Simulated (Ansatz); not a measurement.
Reaction (cleavage of the Sn–Si bond): `F[SiH2][SnH3]` + `FCS` → `FC[S][SnH3]` + `F[SiH3]`

Calculated with Ansatz (gas phase, PBE0-D4/def2-TZVP geometries, no zero-point term in ΔE). CBS: MP2 limit from def2 TZ/QZ plus the TZ coupled-cluster correction, frozen cores. This one scheme is used for every species. Functionals use def2-TZVPP. B3LYP here is the variant with VWN-RPA as its local correlation; programs differ in this. Elements past krypton have def2 core potentials. For Sn outer-core shells are correlated without core-valence functions, which leaves a few kJ/mol of doubt a bond. Each species was taken in one conformer, which may not be the lowest.

| level | ΔE (kJ/mol) | difference from CCSD(T)/CBS |
| --- | --- | --- |
| PBE-D4 | -30.8 | 12.8 |
| r2SCAN-D4 | -38.0 | 5.6 |
| PBE0-D4 | -33.4 | 10.2 |
| B3LYP-D4 | -39.7 | 3.9 |
| ωB97X-V | -39.3 | 4.3 |
| ωB97M-V | -40.1 | 3.5 |
| B2PLYP | -41.2 | 2.4 |
| PBE | -28.5 | 15.1 |
| r2SCAN | -37.4 | 6.2 |
| PBE0 | -31.4 | 12.2 |
| B3LYP | -35.9 | 7.7 |
| HF/def2-TZVPP | -47.9 | -4.3 |
| MP2/def2-TZVPP | -48.3 | -4.7 |
| SCS-MP2/def2-TZVPP | -48.6 | -5.0 |
| CCSD/def2-TZVPP | -40.2 | 3.4 |
| CCSD(T)/def2-TZVPP | -41.4 | 2.2 |
| HF/def2-QZVPP | -48.3 | -4.7 |
| MP2/def2-QZVPP | -49.7 | -6.1 |
| SCS-MP2/def2-QZVPP | -49.9 | -6.3 |
| HF/CBS(def2) | -48.4 | -4.8 |
| MP2/CBS(def2) | -50.5 | -6.9 |
| CCSD/CBS(def2) | -42.4 | 1.2 |
| CCSD(T)/CBS | -43.6 | 0 |

Largest T1 diagnostic among the species: 0.013.

The D4 term adds −3.8 kJ/mol with B3LYP and −2.0 kJ/mol with PBE0; it sums over pairs of atoms, weighted by their polarisabilities, and B3LYP, whose exchange is more repulsive, gets the larger term.
